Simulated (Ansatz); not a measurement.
`B[SiH2]C#N` + HCl → `B[SiH2]Cl` + `C#N` at 298.15 K and 1 bar (ligand exchange at the Si–C bond).

Program: Ansatz. Geometries: PBE0-D4/def2-TZVP. ΔE: electronic, gas phase. CBS: MP2 limit from def2 TZ/QZ plus the TZ coupled-cluster correction, frozen cores. This one scheme is used for every species.

```
     species  CCSD(T)/CBS energy (Eh)  H − E (kJ/mol)  S (J/(mol·K))
`B[SiH2]C#N`               -408.97966           136.5          319.5
         HCl               -460.38127            26.6          186.8
 `B[SiH2]Cl`               -776.05948           116.1          304.2
       `C#N`                -93.32098            52.4          201.2
```

H − E and S are ideal-gas, rigid-rotor, harmonic terms from PBE0-D4/def2-TZVP. 1 Eh = 2625.50 kJ/mol, R = 8.31446 J/(mol·K).

By hand: ΔE, ΔH, ΔS and ΔG.

ΔE = (-776.05948) + (-93.32098) − (-408.97966) − (-460.38127) = -0.01953 Eh = -51.3 kJ/mol. Δ(H − E) = 116.1 + 52.4 − 136.5 − 26.6 = 5.4, so ΔH = -45.9 kJ/mol. ΔS = 304.2 + 201.2 − 319.5 − 186.8 = -0.9 J/(mol·K). ΔG = -45.9 − 298.15 × (-0.9)/1000 = -45.6 kJ/mol.

By hand: the equilibrium constant, and the temperature at which ΔG would vanish if ΔH and ΔS stayed fixed.

log₁₀ K = −ΔG/(RT ln 10) = 8.0. ΔG = 0 at ΔH/ΔS = 51000 K, far beyond where these terms or the molecules hold.

The number of gas molecules stays the same, so ΔS is small and ΔH decides. A doubt of 5 kJ/mol in ΔE shifts log₁₀ K by 0.9 here. These are equilibria of isolated gas molecules and say nothing of rates. Largest T1 diagnostic: 0.014 (customary marks: 0.02 for closed shells, 0.045 for open ones).
